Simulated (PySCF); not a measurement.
Molecule: `C=C[SiH2]CC[SiH3]`, C$_{4}$H$_{12}$Si$_{2}$.

Molfile (atoms numbered from 1):
```
C4H12Si2
     RDKit          3D

 18 17  0  0  0  0  0  0  0  0999 V2000
    3.5890    0.1870   -0.8815 C   0  0  0  0  0  0  0  0  0  0  0  0
    2.6086    0.6222   -0.0810 C   0  0  0  0  0  0  0  0  0  0  0  0
    1.2350   -0.4722    0.5637 Si  0  0  0  0  0  4  0  0  0  0  0  0
   -0.4520    0.0382   -0.1187 C   0  0  0  0  0  0  0  0  0  0  0  0
   -1.6041   -0.8380    0.3896 C   0  0  0  0  0  0  0  0  0  0  0  0
   -3.2837   -0.3429   -0.3156 Si  0  0  0  0  0  4  0  0  0  0  0  0
    3.6553   -0.8605   -1.1980 H   0  0  0  0  0  0  0  0  0  0  0  0
    4.3743    0.8527   -1.2577 H   0  0  0  0  0  0  0  0  0  0  0  0
    2.6098    1.6850    0.1984 H   0  0  0  0  0  0  0  0  0  0  0  0
    1.1770   -0.4042    2.0604 H   0  0  0  0  0  0  0  0  0  0  0  0
    1.5305   -1.8861    0.1660 H   0  0  0  0  0  0  0  0  0  0  0  0
   -0.6228    1.0977    0.1432 H   0  0  0  0  0  0  0  0  0  0  0  0
   -0.3928    0.0106   -1.2211 H   0  0  0  0  0  0  0  0  0  0  0  0
   -1.6681   -0.7988    1.4912 H   0  0  0  0  0  0  0  0  0  0  0  0
   -1.4278   -1.8992    0.1395 H   0  0  0  0  0  0  0  0  0  0  0  0
   -3.2689   -0.4634   -1.8076 H   0  0  0  0  0  0  0  0  0  0  0  0
   -3.5864    1.0810    0.0334 H   0  0  0  0  0  0  0  0  0  0  0  0
   -4.3785   -1.2097    0.2226 H   0  0  0  0  0  0  0  0  0  0  0  0
  1  2  2  0
  2  3  1  0
  3  4  1  0
  4  5  1  0
  5  6  1  0
  1  7  1  0
  1  8  1  0
  2  9  1  0
  3 10  1  0
  3 11  1  0
  4 12  1  0
  4 13  1  0
  5 14  1  0
  5 15  1  0
  6 16  1  0
  6 17  1  0
  6 18  1  0
M  END
```

Geometry PBE0-D3(BJ)/def2-SVP throughout; GIAO in PySCF 2.14, gas phase, one conformer, non-relativistic; equivalent atoms averaged; functional PBE0.

Q: How do the shifts δ (against TMS at the same level) depend on the basis set? (a selection of nuclei; ppm; last column core-seconds on shared hosts with different chips, so compare them loosely)

A: 
```
    basis set  functions     C1     C2    C4    Si3    Si6    H8    H7  H16/H17/H18  H14/H15  core-s
       STO-3G         50  114.9  112.7   9.4  -40.2  -61.8  5.71  5.51         1.73     0.09     4.3
        6-31G         86  134.9  129.1   9.8   -7.8  -39.3  6.55  6.59         3.68     0.81     8.5
     pcSseg-0         86  152.4  140.8   7.4  -51.8  -98.6  6.57  6.45         4.02     0.28     6.9
       6-31G*        116  133.2  126.0   8.4   -6.7  -32.4  6.14  6.20         4.11     0.68      11
     def2-SVP        152  137.0  131.9   8.5  -33.1  -63.9  6.17  6.12         3.93     0.49      14
      cc-pVDZ        152  137.2  132.7  11.3  -25.8  -55.6  6.28  6.25         3.85     0.71      16
     pcSseg-1        176  145.7  141.6   9.6  -26.5  -59.5  6.32  6.29         3.91     0.60      38
6-311+G(2d,p)        250  142.1  139.9  10.5  -26.1  -59.2  6.37  6.30         4.12     0.75      32
  aug-cc-pVDZ        254  135.7  134.0  10.8  -21.1  -55.7  6.50  6.37         3.99     0.81      32
    def2-TZVP        270  143.7  140.9  10.6  -27.2  -60.1  6.37  6.32         4.14     0.73      38
```

Q: Which nucleus among those listed moves most, in ppm?

A: Si6 (silicon bonded to C, 3 H): from -98.6 ppm with pcSseg-0 to -32.4 ppm with 6-31G*. The smallest spread is 0.72 ppm, at H14/H15. Proton shifts span only some 12 ppm, so a few tenths of a ppm matter as much there as several ppm in carbon.

Q: Taking the largest basis, def2-TZVP (270 functions), as the yardstick, rank the others by their worst heavy-atom deviation.

A: 6-311+G(2d,p) 1.6 ppm (250 functions), pcSseg-1 1.9 ppm (176 functions), aug-cc-pVDZ 8.0 ppm (254 functions), cc-pVDZ 8.2 ppm (152 functions), def2-SVP 8.9 ppm (152 functions), 6-31G 20.8 ppm (86 functions), 6-31G* 27.8 ppm (116 functions), STO-3G 28.9 ppm (50 functions), pcSseg-0 38.5 ppm (86 functions).

A small basis that lands close on one nucleus may do so by chance; judge by the trend and by all nuclei.
